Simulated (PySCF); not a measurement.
C₄H₄F₂. Atoms are numbered in the order given.

```xyz
10

F     -1.6080     0.0000    -1.1295
C     -0.6694     0.0000    -0.1956
C      0.6694     0.0000    -0.1956
F      1.6080     0.0000    -1.1295
C      0.7882     0.0000     1.3061
C     -0.7882     0.0000     1.3061
H      1.2415    -0.9002     1.7512
H      1.2415     0.9002     1.7512
H     -1.2415     0.9002     1.7512
H     -1.2415    -0.9002     1.7512
```

The structure is a stationary point at B3LYP-D3(BJ)/def2-SVP.

Level of theory: PySCF 2.14.0 with TDDFT-CAM-B3LYP/def2-SVPD.

Vertical excitations.  State labels are in the subgroup C2v.

```
state  symmetry  energy (eV)  λ (nm)      f                        main pairs
-----  --------  -----------  ------  -----  --------------------------------
S1           B2         6.44     193  0.007  HOMO→LUMO 83 %, HOMO→LUMO+1 14 %
S2           B2         7.27     171  0.026  HOMO→LUMO+1 81 %, HOMO→LUMO 15 %
S3           A2         7.40     168  0.000                  HOMO→LUMO+2 96 %
S4           B1         7.55     164  0.233                  HOMO→LUMO+3 96 %
S5           A1         8.44     147  0.049                  HOMO→LUMO+4 98 %
S6           B2         8.89     140  0.000                  HOMO→LUMO+6 81 %
S7           A2         9.02     138  0.000                  HOMO→LUMO+5 94 %
S8           A2         9.03     137  0.000                HOMO−1→LUMO+3 90 %
S9           B2         9.43     131  0.009                  HOMO→LUMO+7 79 %
S10          A1         9.58     129  0.009                  HOMO−1→LUMO 83 %
T1           B1         4.53     274      0                  HOMO→LUMO+3 96 %
T2           B2         6.14     202      0  HOMO→LUMO 74 %, HOMO→LUMO+1 18 %
T3           B2         7.12     174      0  HOMO→LUMO+1 72 %, HOMO→LUMO 21 %
T4           A2         7.32     169      0                  HOMO→LUMO+2 95 %
```
Triplets are in the Tamm–Dancoff approximation, which puts them higher than full response would, so one can lie above its singlet here.
Roots above 9.4 eV, the ΔSCF ionisation energy, lie in the ionisation continuum and depend on the basis.
